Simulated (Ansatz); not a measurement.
Geometry optimisation, Ansatz 0.2.0, DFT PBE-D3(BJ), scalar-relativistic, plane waves, PAW.

The input (input.yaml):

```yaml
crystal:
  lattice:
    - [6.073178, 0.0, 0.0]
    - [0.0, 6.073178, 0.0]
    - [0.0, 0.0, 6.073178]
  atoms:
    - { symbol: O, position: [0.3347305, 0.4430362, 0.5954999] }
    - { symbol: H, position: [0.3334547, 0.5599182, 0.4870028] }
    - { symbol: H, position: [0.3386504, 0.3095324, 0.508345] }
    - { symbol: O, position: [0.9279861, 0.513082, 0.8402435] }
    - { symbol: H, position: [1.0209998, 0.5131498, 0.710694] }
    - { symbol: H, position: [0.9044529, 0.3583261, 0.8707627] }
    - { symbol: O, position: [0.0990053, 0.9582494, 0.6353995] }
    - { symbol: H, position: [0.0477105, 1.0706433, 0.5345478] }
    - { symbol: H, position: [0.0623341, 0.8212734, 0.5624103] }
    - { symbol: O, position: [0.4927379, 0.7622923, 0.1460699] }
    - { symbol: H, position: [0.594997, 0.6488718, 0.100097] }
    - { symbol: H, position: [0.4702164, 0.7333284, 0.3012746] }
    - { symbol: O, position: [0.9188748, 0.8066144, 0.262671] }
    - { symbol: H, position: [0.8422341, 0.731407, 0.3805891] }
    - { symbol: H, position: [1.017149, 0.6957403, 0.2036478] }
    - { symbol: O, position: [0.7458133, 1.0159728, 0.9350617] }
    - { symbol: H, position: [0.6140756, 1.0635843, 1.0113045] }
    - { symbol: H, position: [0.7046196, 0.8760573, 0.8705531] }
    - { symbol: Na, position: [0.2176066, 0.1642003, 0.093727] }
    - { symbol: O, position: [0.7150194, 0.0576253, 0.4744524] }
    - { symbol: H, position: [0.5928214, -0.0327811, 0.5281523] }
basis:
  ecutwfc: 420.0
kpoints:
  mp_grid: { grid: [1, 1, 1] }
hamiltonian:
  xc: pbe
  dispersion: d3bj
scf:
  occupations: { method: fermi_dirac, width: 0.02 }
  lower_state_search: "off"
relax:
  f_tol: 0.3
  max_steps: 15
  adjacent_minimum: "off"
output:
  write_density: true
  write_potential: true
  elf: true
  volumetric_format: npy
```

Command:

```bash
$ ansatz run input.yaml --threads 1 --pin off --max-ram 3072MiB --backend cpu --events-out ev --progress --plain --runs-dir out
```

Where does it end, and by what steps?

The forces met the threshold. The threshold is loose, so the end isn't yet a minimum. The force dipped under the threshold on the way, but the program's further checks kept it going. Limits of this set-up: coarse k mesh. After 14 steps the energy has fallen by 6.423 eV; O20 moved furthest, 1.28 Å. Joined: O7–Na19, Na19–O20.

| step | energy less start (eV) | largest force component (eV/Å) | accepted |
| --- | --- | --- | --- |
| 0 | 0.0000 | 2.003 | yes |
| 1 | -1.6360 | 1.408 | yes |
| 2 | -2.8028 | 2.451 | yes |
| 3 | -3.8921 | 1.568 | yes |
| 4 | -4.6949 | 1.868 | yes |
| 5 | -5.1777 | 2.065 | yes |
| 6 | -5.5159 | 1.554 | yes |
| 7 | -5.7580 | 0.715 | yes |
| 8 | -5.8828 | 0.989 | yes |
| 9 | -5.9932 | 1.404 | yes |
| 10 | -6.1804 | 0.803 | yes |
| 11 | -6.2674 | 1.207 | yes |
| 12 | -6.3653 | 0.639 | yes |
| 13 | -6.4233 | 0.240 | yes |
| 14 | -6.4233 | 0.240 | yes |

```xyz
21
Lattice="6.0732 0.0000 0.0000 0.0000 6.0732 0.0000 0.0000 0.0000 6.0732" Properties=species:S:1:pos:R:3
O 1.816 2.166 2.906
H 1.899 2.854 2.186
H 2.574 1.561 2.717
O 6.197 2.633 6.077
H 6.592 2.925 5.235
H 5.350 2.170 5.839
O 0.525 6.129 4.242
H 0.791 6.939 3.751
H 0.380 5.490 3.503
O 2.507 3.922 0.841
H 3.162 3.426 0.324
H 3.019 4.652 1.379
O 5.994 4.983 1.731
H 5.029 5.266 1.839
H 6.019 4.120 1.254
O 4.015 7.122 5.814
H 3.996 6.779 6.759
H 4.610 6.508 5.334
Na 1.454 0.162 0.401
O 3.537 -0.160 2.020
H 3.384 -0.267 2.971
```

Whether the end is a true minimum wasn't checked by a vibrational analysis.

The run took 29 s on 1 thread of Arm Neoverse V1 (shared host), peak memory 0.34 GiB.
